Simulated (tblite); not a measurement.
Record of a relaxation.

Compound: C₅H₇BOSi.
SMILES with atom numbers: `[BH2:1][Si@@:2]1([C:3]#[CH:4])[CH2:5][O:6][C:7]1=[CH2:8]` (hydrogens: H9, H10 on B1; H11 on C4; H12, H13 on C5; H14, H15 on C8)

Computed with GFN2-xTB (tblite), gas phase: L-BFGS steps from a force-field or distance-geometry start until the largest atomic force falls under 0.01 eV/Å. 7 of its 143 geometries are shown.

Step 0: E = -573.8243 eV, largest atomic force 2.344 eV/Å
```
atom  x, y, z in Å  |  force x, y, z in eV/Å
B1      0.327    1.920    0.911    0.652   2.060  -0.839
Si2     0.455    0.174    0.186    0.263   2.121   0.963
C3      1.677   -0.097   -1.111    0.984  -0.377  -1.029
C4      2.489   -0.264   -1.986    0.420  -0.100  -0.343
C5      0.133   -1.281    1.308    1.323  -1.263   0.136
O6     -0.737   -1.808    0.290   -1.360  -0.092   0.836
C7     -1.188   -0.553   -0.144   -0.193  -0.105  -1.339
C8     -2.323   -0.060   -0.602   -0.442  -1.261   0.092
H9      1.289    2.423    1.373   -0.405  -0.049   0.340
H10    -0.426    2.692    0.371    0.248  -0.507   0.720
H11     3.227   -0.420   -2.747   -0.482   0.107   0.444
H12    -0.372   -1.075    2.253   -0.076  -0.278  -0.070
H13     1.037   -1.893    1.462   -0.634  -0.360   0.149
H14    -3.165   -0.721   -0.713   -0.413   0.157  -0.065
H15    -2.426    0.971   -0.873    0.114  -0.052   0.004
```

Step 24: E = -574.8790 eV, largest atomic force 0.178 eV/Å
```
atom  x, y, z in Å  |  force x, y, z in eV/Å
B1      0.507    2.158    0.883   -0.022   0.069   0.090
Si2     0.439    0.327    0.249    0.085   0.005  -0.144
C3      1.702   -0.031   -1.070   -0.002  -0.050  -0.069
C4      2.495   -0.273   -1.943    0.007   0.001  -0.017
C5      0.198   -1.312    1.280   -0.093  -0.048  -0.032
O6     -1.063   -1.579    0.644   -0.026  -0.077   0.139
C7     -1.250   -0.467   -0.156   -0.047  -0.138   0.102
C8     -2.401   -0.207   -0.760    0.022  -0.033   0.035
H9      1.355    2.562    1.574    0.018   0.015   0.028
H10    -0.326    2.898    0.537    0.038   0.091   0.024
H11     3.189   -0.488   -2.706   -0.019   0.011   0.045
H12     0.041   -1.214    2.361    0.046   0.007  -0.098
H13     0.881   -2.150    1.106   -0.043   0.143  -0.005
H14    -3.235   -0.881   -0.650   -0.022   0.005  -0.104
H15    -2.538    0.666   -1.371    0.057  -0.001   0.006
```

Step 47: E = -574.9220 eV, largest atomic force 0.068 eV/Å
```
atom  x, y, z in Å  |  force x, y, z in eV/Å
B1      0.532    2.156    0.933   -0.004   0.019  -0.003
Si2     0.382    0.358    0.199    0.000  -0.007   0.009
C3      1.606   -0.014   -1.152    0.036  -0.019   0.019
C4      2.459   -0.265   -1.964   -0.019  -0.035  -0.005
C5      0.202   -1.254    1.288    0.012  -0.018   0.006
O6     -1.121   -1.516    0.794    0.033   0.028  -0.020
C7     -1.307   -0.489   -0.106   -0.022   0.039  -0.006
C8     -2.409   -0.283   -0.814   -0.003  -0.003   0.010
H9      1.376    2.448    1.685   -0.002  -0.012   0.021
H10    -0.216    2.994    0.611    0.013   0.011   0.008
H11     3.188   -0.509   -2.683   -0.015   0.030  -0.016
H12     0.176   -1.149    2.377   -0.019   0.008  -0.026
H13     0.862   -2.090    1.042   -0.021   0.015   0.004
H14    -3.261   -0.942   -0.758    0.016   0.012  -0.008
H15    -2.472    0.564   -1.474   -0.005  -0.068   0.005
```

Step 71: E = -574.9305 eV, largest atomic force 0.043 eV/Å
```
atom  x, y, z in Å  |  force x, y, z in eV/Å
B1      0.561    2.152    0.976    0.006  -0.001   0.017
Si2     0.390    0.375    0.193    0.015   0.002   0.008
C3      1.609   -0.020   -1.158   -0.014   0.005  -0.007
C4      2.409   -0.268   -2.023   -0.019  -0.003   0.009
C5      0.194   -1.212    1.315    0.016   0.020  -0.003
O6     -1.121   -1.482    0.808   -0.019  -0.025  -0.014
C7     -1.299   -0.479   -0.120    0.005   0.012   0.000
C8     -2.392   -0.322   -0.855    0.037  -0.020   0.011
H9      1.339    2.358    1.825   -0.019   0.012  -0.008
H10    -0.106    3.047    0.629    0.020  -0.031  -0.008
H11     3.103   -0.497   -2.781   -0.012   0.006   0.012
H12     0.145   -1.075    2.399   -0.005   0.024   0.006
H13     0.855   -2.057    1.111   -0.021  -0.002  -0.031
H14    -3.223   -1.004   -0.790    0.003   0.016  -0.002
H15    -2.468    0.492   -1.553    0.009  -0.015   0.010
```

Step 95: E = -574.9347 eV, largest atomic force 0.045 eV/Å
```
atom  x, y, z in Å  |  force x, y, z in eV/Å
B1      0.567    2.158    1.004    0.035   0.023   0.013
Si2     0.407    0.374    0.236    0.004   0.006   0.004
C3      1.579   -0.011   -1.159    0.014  -0.012   0.003
C4      2.330   -0.264   -2.064   -0.004   0.015   0.020
C5      0.196   -1.217    1.347   -0.016   0.006  -0.023
O6     -1.121   -1.474    0.834   -0.006   0.008  -0.007
C7     -1.279   -0.474   -0.099    0.024  -0.023   0.014
C8     -2.338   -0.333   -0.881   -0.020   0.008   0.015
H9      1.223    2.367    1.950   -0.036  -0.017  -0.020
H10     0.013    3.068    0.526    0.006  -0.017  -0.001
H11     2.988   -0.487   -2.855   -0.011  -0.003   0.003
H12     0.144   -1.089    2.432    0.008   0.012  -0.006
H13     0.844   -2.069    1.134    0.018  -0.004  -0.001
H14    -3.166   -1.021   -0.846   -0.021  -0.009  -0.005
H15    -2.394    0.479   -1.581    0.004   0.006  -0.008
```

Step 118: E = -574.9470 eV, largest atomic force 0.128 eV/Å
```
atom  x, y, z in Å  |  force x, y, z in eV/Å
B1      0.527    2.167    0.980    0.031  -0.037  -0.004
Si2     0.418    0.374    0.237   -0.004   0.004  -0.015
C3      1.583   -0.020   -1.159   -0.053   0.025   0.066
C4      2.344   -0.274   -2.055    0.077  -0.031  -0.098
C5      0.241   -1.244    1.306    0.005  -0.009   0.012
O6     -1.076   -1.518    0.797    0.014   0.005   0.012
C7     -1.273   -0.481   -0.081   -0.010   0.004   0.010
C8     -2.365   -0.296   -0.807   -0.006  -0.004  -0.036
H9      0.680    2.373    2.118   -0.021   0.005   0.039
H10     0.445    3.092    0.273   -0.013   0.034  -0.028
H11     3.004   -0.507   -2.842   -0.014   0.008   0.014
H12     0.193   -1.140    2.392    0.010   0.005   0.001
H13     0.908   -2.075    1.069   -0.020  -0.016   0.007
H14    -3.194   -0.985   -0.774    0.012   0.007  -0.001
H15    -2.440    0.542   -1.474   -0.006   0.000   0.020
```

Step 142: E = -574.9523 eV, largest atomic force 0.006 eV/Å
```
atom  x, y, z in Å  |  force x, y, z in eV/Å
B1      0.506    2.155    0.990   -0.005   0.003  -0.001
Si2     0.447    0.368    0.231    0.001   0.002  -0.002
C3      1.587   -0.035   -1.183    0.004   0.000  -0.004
C4      2.328   -0.279   -2.099   -0.003  -0.001   0.003
C5      0.260   -1.242    1.312    0.000   0.000   0.000
O6     -1.071   -1.497    0.831    0.003   0.001  -0.003
C7     -1.257   -0.473   -0.063    0.001   0.000   0.001
C8     -2.345   -0.289   -0.796   -0.002   0.001   0.000
H9      0.266    2.374    2.112    0.000  -0.002   0.002
H10     0.752    3.068    0.303   -0.001  -0.001   0.001
H11     2.972   -0.502   -2.902   -0.001  -0.001   0.001
H12     0.237   -1.127    2.398    0.001   0.001   0.002
H13     0.905   -2.089    1.068   -0.002  -0.003  -0.001
H14    -3.180   -0.968   -0.753    0.001   0.002   0.001
H15    -2.414    0.545   -1.470    0.003  -0.002   0.001
```

Problem. Summarise the path.

Solution. The energy falls by 1.1280 eV from step 0 to step 142; nine tenths of that is first reached at step 20. It rises by more than 0.2 meV at steps 99, 102, 105, 108 and 130. The largest force goes from 2.344 to 0.006 eV/Å. Among the bonds Si2–C7 changes most, from 1.827 to 1.923 Å; the atoms move by 0.591 Å rms after alignment.

Problem. Follow the three bonds and two angles with the largest change from start to end.

Solution. 
```
step  E above end (eV)  largest force (eV/Å)  Si2–C7 (Å)  Si2–C5 (Å)  Si2–C3 (Å)  O6–C7–C8 (°)  C3–Si2–C5 (°)
   0            1.1280                 2.344       1.827       1.865       1.803         135.9          115.6
   6            0.3699                 0.525       1.894       1.934       1.856         127.6          109.9
  12            0.2225                 0.372       1.908       1.973       1.867         127.9          108.3
  19            0.1214                 0.368       1.921       1.972       1.860         123.6          107.4
  25            0.0690                 0.170       1.914       1.952       1.856         122.5          107.4
  31            0.0436                 0.099       1.917       1.950       1.867         123.8          106.5
  37            0.0357                 0.114       1.918       1.955       1.860         124.7          106.0
  43            0.0330                 0.089       1.912       1.957       1.860         125.0          106.4
  49            0.0290                 0.094       1.916       1.950       1.863         125.2          107.7
  56            0.0241                 0.073       1.917       1.953       1.859         124.3          107.8
  62            0.0230                 0.024       1.918       1.951       1.861         124.2          107.9
  68            0.0223                 0.037       1.918       1.952       1.861         124.4          108.0
  74            0.0204                 0.047       1.918       1.951       1.862         124.7          108.6
  80            0.0187                 0.046       1.918       1.951       1.860         125.0          108.9
  86            0.0183                 0.015       1.918       1.951       1.860         124.8          109.0
  93            0.0179                 0.026       1.917       1.952       1.861         124.7          109.1
  99            0.0186                 0.281       1.920       1.952       1.861         124.4          108.9
 105            0.0189                 0.459       1.923       1.949       1.861         125.1          107.4
 111            0.0101                 0.170       1.922       1.948       1.860         125.0          107.0
 117            0.0060                 0.175       1.921       1.946       1.859         125.0          106.8
 123            0.0041                 0.026       1.922       1.950       1.861         125.3          107.2
 130            0.0054                 0.319       1.924       1.946       1.861         125.1          107.9
 136            0.0003                 0.032       1.922       1.949       1.861         125.2          107.5
 142            0.0000                 0.006       1.923       1.948       1.860         125.2          107.5
```

What follows is the cost of the whole relaxation. Hardware: Arm Neoverse V1, one thread, no GPU, shared host with 32 logical CPUs at a one-minute load of 29. Cost: 0.99 s.
